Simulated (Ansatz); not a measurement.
`F[SiH](F)O[SiH2]` radical. Total charge 0; spin multiplicity 2.

Cartesian coordinates in Å:
```
F 0.789 0.496 -2.000
Si 1.214 0.247 -0.497
F 1.766 1.622 0.054
O -0.056 -0.214 0.365
Si -1.616 -0.049 0.870
H 2.275 -0.761 -0.448
H -1.842 -1.059 1.940
H -2.529 -0.282 -0.284
```

(1) What are the harmonic wavenumbers in cm⁻¹ at PBE0-D4/def2-TZVP (Ansatz, finite differences of forces, unscaled)? (Best estimate.)

(2) Is this a minimum?

(3) Give the ideal-gas thermochemistry at 298.15 K and 1 bar (rigid rotor, harmonic oscillator; point group C1, symmetry number 1).

(4) And at 400, 500, 600, 800 and 1000 K?

## Answers

(1) The calculation gave: 25, 40, 72, 298, 306, 419, 592, 716, 785, 834, 843, 907, 931, 974, 1158, 2179, 2217, 2345.

(2) Yes, all 18 modes are real.

(3) Zero-point energy 93.6 kJ/mol; H(298) − E = 114.8 kJ/mol; entropy 375.6 J/(mol·K), of which translation 167.8, rotation 114.3, vibration 87.7, electronic 5.8; G(298) − E = 2.8 kJ/mol. Modes under 100 cm⁻¹ are hindered rotations or soft bends, so the harmonic entropy is rough.

(4) 
```csv
T (K),H − E (kJ/mol),S (J/mol/K),G − E (kJ/mol)
400,125.9,407.5,-37.1
500,138.2,434.9,-79.3
600,151.6,459.2,-124.0
800,180.6,500.9,-220.1
1000,211.7,535.6,-323.9
```
